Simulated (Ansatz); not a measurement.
System: H2B, doublet: symmetric bend, bond length relaxed. Scanned: H-B-H angle. Other coordinates (B-H bond length) were minimised at PBE0/def2-TZVP.

Level of theory: full CI/cc-pVTZ, frozen core in Ansatz (a program for electronic structure).

Scanned values (°): 170.18, 161.77, 149.11, 138.01, 129.23, 120.63, 107.58, 98.43, 91.03, 80.09, 71.88, 60.

### Question
Locate the minima and the barriers on this grid.

### Answer
Lower than their neighbours: 129.23° (0.0 kJ/mol). Higher than their neighbours: 170.18° (30.6 kJ/mol, end of the scan), 60° (241.9 kJ/mol, end of the scan). The whole profile spans 241.9 kJ/mol.

The scan ran from 180.0 to 60.0; beyond the range shown the relaxed coordinates jump or full CI changes its symmetry label.
